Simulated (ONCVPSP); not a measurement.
# Before and after: ONCV potential for Ca (Z = 20)

| Property | Result |
| --- | --- |
| Element | calcium |
| Generator | ONCVPSP 4.0.1 |
| Type | optimised norm-conserving Vanderbilt (ONCV) |
| Functional | PBEsol |
| Relativity | scalar-relativistic |
| Frozen core | [Ne] |
| Valence charge | 10 |
| Reference configuration | 3s2 3p6 4s1 (charge +1) |
| Partial waves | 3s+4s: rc 1.85 bohr, ncon 4, nbas 8, qcut 5.7 1/bohr, 2 projectors; 3p: rc 1.45 bohr, ncon 4, nbas 9, qcut 10.7 1/bohr, 2 projectors, debl 2.5 Ha; d scattering state at 0.09 Ha: rc 1.45 bohr, ncon 4, nbas 7, qcut 7.5 1/bohr, 3 projectors, debl 3.3 Ha |
| Local potential | polynomial inside 1.25 bohr (lpopt 5, dvloc0 0 Ha) |
| Core correction | polynomial model core, fcfact 0.15 |

In the d channel the program set the typed energies aside and used 0.050, 3.350, 6.650 Ha.

All-electron outer shells of the reference configuration (PBEsol, scalar-relativistic, ld1.x):

```
shell  level (eV)  outermost node (bohr)  outermost maximum (bohr)
   3s      -53.87                   0.45                      0.99
   3p      -34.83                   0.42                      1.04
   4s       -8.94                   1.42                      3.17
```

Change: s: rc 1.64.

Cutoffs: the cutoffs (Ha) at which the residual kinetic energy of the hardest occupied pseudo-wave falls to 1 and 0.1 mHa per electron; they do not see the model core or the augmentation charge, which bear on the density cutoff. Errors are all-electron minus pseudo energies relative to the spin-unpolarised reference configuration.

Task: What does the change do?

Result: The potential gets neither clearly harder nor softer (24 Ha and 35 Ha → 24 Ha and 35 Ha); the p channel sets the loose cutoff, while the largest relative change is in s, which becomes harder; of the 4 tests that both files solve, the error grows in 0 and shrinks in 1 by more than 15 % and 0.3 meV (median size 0.0 → 0.1 meV); neither file shows a bound ghost.

```csv
quantity,base,changed
"cutoff, loose",24 Ha,24 Ha
"cutoff, tight",35 Ha,35 Ha
loose cutoff by channel,"s 11 Ha, p 24 Ha","s 14 Ha, p 24 Ha"
bound ghosts,none,none
GHOST(+) flags under 300 eV,none,none
"error for 3s2 3p6 4s2, meV [ΔE -6.31 eV]",-0.1,0.0
"error for 3s2 3p6 4s0, meV [ΔE 11.68 eV]",-1.3,-1.0
"error for 3s2 3p6 4s1.5, meV [ΔE -3.80 eV]",0.0,0.0
"error for 3s2 3p6 4s0 4p2, meV [ΔE -1.36 eV]",0.0,+0.1
p: phases at 1.47 bohr within 0.05 rad from the reference energy up to (Ha; the scan ends near 5),to the end of the scan,to the end of the scan
d: phases at 1.47 bohr within 0.05 rad from the reference energy up to (Ha; the scan ends near 5),to the end of the scan,to the end of the scan
"rms error of d²Exc/dni dnj with the model core, mHa",1.14,0.99
```
